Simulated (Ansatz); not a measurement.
Reaction (cleavage of the Si–Si bond): `F[SiH2][SiH2]Cl` + CH₃OH → `CO[SiH2]Cl` + `F[SiH3]`

Gas-phase electronic energies from Ansatz, PBE0-D4/def2-TZVP geometries. CCSD(T)/CBS adds triple-zeta CCSD(T) − MP2 to the extrapolated MP2 energy (def2 sets, frozen cores). This one scheme is used for every species. DFT in def2-TZVPP. B3LYP here is the variant with VWN-RPA as its local correlation; programs differ in this. One conformer a species, not always the lowest.

| level | ΔE (kcal/mol) | difference from CCSD(T)/CBS |
| --- | --- | --- |
| PBE-D4 | -22.4 | 5.8 |
| r2SCAN-D4 | -27.1 | 1.1 |
| PBE0-D4 | -23.9 | 4.3 |
| B3LYP-D4 | -27.7 | 0.5 |
| ωB97X-V | -27.5 | 0.7 |
| ωB97M-V | -29.0 | -0.8 |
| B2PLYP | -29.3 | -1.1 |
| PBE | -22.3 | 5.9 |
| r2SCAN | -27.1 | 1.1 |
| PBE0 | -23.9 | 4.3 |
| B3LYP | -27.7 | 0.5 |
| HF/def2-TZVPP | -32.6 | -4.4 |
| MP2/def2-TZVPP | -30.8 | -2.6 |
| SCS-MP2/def2-TZVPP | -31.2 | -3.0 |
| CCSD/def2-TZVPP | -29.1 | -0.9 |
| CCSD(T)/def2-TZVPP | -28.7 | -0.5 |
| HF/def2-QZVPP | -32.9 | -4.7 |
| MP2/def2-QZVPP | -30.6 | -2.4 |
| SCS-MP2/def2-QZVPP | -31.0 | -2.8 |
| HF/CBS(def2) | -33.0 | -4.8 |
| MP2/CBS(def2) | -30.3 | -2.1 |
| CCSD/CBS(def2) | -28.5 | -0.3 |
| CCSD(T)/CBS | -28.2 | 0 |

Largest T1 diagnostic among the species: 0.011.

In def2-TZVPP, CCSD(T) changes the Hartree–Fock value by +3.8 kcal/mol (the triples alone add +0.4 kcal/mol) and MP2 by +1.7 kcal/mol. From PBE to PBE0 (25 % exact exchange), in def2-TZVPP and without D4, ΔE moves by −1.6 kcal/mol.
